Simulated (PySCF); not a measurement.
acetamide (C₂H₅NO), singlet, geometry from GFN2-xTB; DF-HF/pcseg-1 in PySCF.

PySCF was given this input:
```python
from pyscf import gto, scf

mol = gto.M(
    atom='''
O     0.423788    1.313354   -0.109836
C     0.078837    0.159624   -0.013024
N     0.973498   -0.854778    0.086367
C    -1.363696   -0.299149    0.009924
H     0.689990   -1.814131    0.166908
H    -2.017251    0.563523   -0.073322
H    -1.551838   -0.975164   -0.821075
H    -1.572827   -0.821031    0.940975
H     1.956287   -0.639434    0.079237
''',
    basis='pcseg-1',
    charge=0,
    spin=0,
    verbose=4,
    max_memory=1800,
)

mf = scf.RHF(mol)
mf = mf.density_fit(auxbasis='def2-universal-jkfit')
mf.kernel()
```

Output, abridged:

```
PySCF version 2.14.0

[INPUT] verbose = 4
[INPUT] num. atoms = 9
[INPUT] num. electrons = 32
[INPUT] charge = 0
[INPUT] spin (= nelec alpha-beta = 2S) = 0
[INPUT] symmetry False subgroup None
[INPUT] Mole.unit = angstrom
[INPUT] Symbol           X                Y                Z      unit          X                Y                Z       unit  Magmom
[INPUT]  1 O      0.423788000000   1.313354000000  -0.109836000000 AA    0.800843254877   2.481879364602  -0.207559958618 Bohr   0.0
[INPUT]  2 C      0.078837000000   0.159624000000  -0.013024000000 AA    0.148980338482   0.301645642908  -0.024611793046 Bohr   0.0
[INPUT]  3 N      0.973498000000  -0.854778000000   0.086367000000 AA    1.839644602812  -1.615296317303   0.163209976200 Bohr   0.0
[INPUT]  4 C     -1.363696000000  -0.299149000000   0.009924000000 AA   -2.577011957165  -0.565309680438   0.018753642060 Bohr   0.0
[INPUT]  5 H      0.689990000000  -1.814131000000   0.166908000000 AA    1.303892128689  -3.428210744083   0.315410407999 Bohr   0.0
[INPUT]  6 H     -2.017251000000   0.563523000000  -0.073322000000 AA   -3.812051914505   1.064904134893  -0.138558498905 Bohr   0.0
[INPUT]  7 H     -1.551838000000  -0.975164000000  -0.821075000000 AA   -2.932548809693  -1.842792886535  -1.551606877727 Bohr   0.0
[INPUT]  8 H     -1.572827000000  -0.821031000000   0.940975000000 AA   -2.972212271321  -1.551523729778   1.778185040063 Bohr   0.0
[INPUT]  9 H      1.956287000000  -0.639434000000   0.079237000000 AA    3.696846651047  -1.208355134735   0.149736228932 Bohr   0.0

nuclear repulsion = 122.321652178726
number of shells = 22
number of NR pGTOs = 135
number of NR cGTOs = 81
basis = pcseg-1
ecp = {}

******** <class 'pyscf.df.df_jk.DFRHF'> ********
method = DFRHF
initial guess = minao
damping factor = 0
level_shift factor = 0
DIIS = <class 'pyscf.scf.diis.CDIIS'>
diis_start_cycle = 1
diis_space = 8
diis_damp = 0
SCF conv_tol = 1e-09
SCF conv_tol_grad = None
SCF max_cycles = 50
direct_scf = False
Set gradient conv threshold to 3.16228e-05
Initial guess from minao.
******** <class 'pyscf.df.df.DF'> ********
auxbasis = def2-universal-jkfit
init E= -208.618752009788
  HOMO = -0.308173903279471  LUMO = 0.0832169570297268  gap/eV = 10.65029
cycle= 1 E= -207.796288282188  delta_E= 0.822  |g|= 0.736  |ddm|= 2.72
  HOMO = -0.316100288556285  LUMO = 0.10944622646755  gap/eV = 11.57971
cycle= 2 E= -207.86248480897  delta_E= -0.0662  |g|= 0.583  |ddm|= 1.04
  HOMO = -0.419426065052286  LUMO = 0.135886555657668  gap/eV = 15.11083
cycle= 3 E= -207.9244435261  delta_E= -0.062  |g|= 0.0588  |ddm|= 0.466
  HOMO = -0.416447941662564  LUMO = 0.141916656455839  gap/eV = 15.19387
cycle= 4 E= -207.925986570545  delta_E= -0.00154  |g|= 0.018  |ddm|= 0.0856
  HOMO = -0.416471739947295  LUMO = 0.142484765543237  gap/eV = 15.20998
cycle= 5 E= -207.92614681416  delta_E= -0.00016  |g|= 0.00726  |ddm|= 0.0352
  HOMO = -0.416427859118858  LUMO = 0.142370106390507  gap/eV = 15.20567
cycle= 6 E= -207.926184681321  delta_E= -3.79e-05  |g|= 0.00341  |ddm|= 0.0186
  HOMO = -0.416000703219092  LUMO = 0.14262165010212  gap/eV = 15.20089
cycle= 7 E= -207.926192416773  delta_E= -7.74e-06  |g|= 0.000965  |ddm|= 0.00992
  HOMO = -0.416182738332355  LUMO = 0.142654180851784  gap/eV = 15.20673
cycle= 8 E= -207.926192926716  delta_E= -5.1e-07  |g|= 0.000293  |ddm|= 0.00227
  HOMO = -0.416113447146495  LUMO = 0.142669824049512  gap/eV = 15.20527
cycle= 9 E= -207.926192969203  delta_E= -4.25e-08  |g|= 6.38e-05  |ddm|= 0.000549
  HOMO = -0.416115046867198  LUMO = 0.142670653124065  gap/eV = 15.20533
cycle= 10 E= -207.926192971708  delta_E= -2.5e-09  |g|= 1.34e-05  |ddm|= 0.00013
  HOMO = -0.416113896044431  LUMO = 0.142669494908804  gap/eV = 15.20527
cycle= 11 E= -207.926192971807  delta_E= -9.89e-11  |g|= 2.95e-06  |ddm|= 2.67e-05
  HOMO = -0.416113628345995  LUMO = 0.142669700489703  gap/eV = 15.20527
Extra cycle  E= -207.926192971809  delta_E= -2.22e-12  |g|= 1.4e-06  |ddm|= 4.17e-06
converged SCF energy = -207.926192971809
```
